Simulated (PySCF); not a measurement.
**O²⁺ (oxygen, charge +2): UHF calculation**

Configuration: [He] 2s2 2p2, high-spin 3P determinant. Computed with PySCF 2.14 in aug-cc-pVDZ, with no relativity, point nucleus.

| Item | Value |
| --- | --- |
| Total energy | -73.083444 hartree |
| One-electron energy | -92.5366 hartree |
| Hartree (Coulomb) energy | 26.7769 hartree |
| Exchange energy | -7.3237 hartree |
| Kinetic energy | 72.78413 hartree |
| ⟨S²⟩ | 2.0046 |
| ⟨L²⟩ | 2.007 |
| Sum of ⟨r⟩ | 4.455 bohr |
| Sum of ⟨r²⟩ | 5.119 bohr² |
| Traceless quadrupole moment −½Σ⟨3z² − r²⟩ along its main axis | 0.486 e·bohr² |
| Density at the nucleus (Gaussians lack the cusp) | 301 bohr⁻³ |
| Spin density at the nucleus | 0.294 bohr⁻³ |
| Langevin diamagnetic susceptibility | -4.05 ×10⁻⁶ cm³/mol |
| Time after the integrals | 0.06 s of wall time on 1 thread of Neoverse-V1 (shared host) |

```json
{"shell": "1s α", "electrons": "1", "mean orbital energy (eV)": "-607.80", "rms radius, mean of both spins (bohr)": "0.230"}
{"shell": "1s β", "electrons": "1", "mean orbital energy (eV)": "-604.94", "rms radius, mean of both spins (bohr)": "0.230"}
{"shell": "2s α", "electrons": "1", "mean orbital energy (eV)": "-72.779", "rms radius, mean of both spins (bohr)": "1.14"}
{"shell": "2s β", "electrons": "1", "mean orbital energy (eV)": "-62.389", "rms radius, mean of both spins (bohr)": "1.14"}
{"shell": "2p α", "electrons": "2", "mean orbital energy (eV)": "-55.723", "rms radius, mean of both spins (bohr)": "1.10"}
```
